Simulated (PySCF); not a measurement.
Computed IR spectrum (relative IR intensity) of a molecule C₅H₈S. Coordinates come from a PBE-D3(BJ)/def2-SVP optimisation. The values are those of a single conformer. All values below come from PySCF with PBE-D3(BJ)/def2-SVP. Frequencies are harmonic and unscaled.

ν (cm⁻¹): 97 (w), 531 (w), 641 (m), 706 (vw), 907 (s), 912 (w), 965 (vw), 989 (vw), 997 (m), 1073 (w), 1143 (m), 1184 (vw), 1256 (w), 1387 (w), 1419 (w), 1670 (w), 2981 (vs), 3003 (w), 3055 (w), 3061 (s), 3069 (w), 3167 (m) (against the strongest line: vs over 80 %, s over 45 %, m over 15 %, w over 4 %, vw less)

Question: Pick the molecule that these values belong to.
A. C#CCCCS
B. C=C1C[C@H](C)S1
C. C[C@H]1C=CSC1
D. C=CC1CSC1

Answer: D, C=CC1CSC1
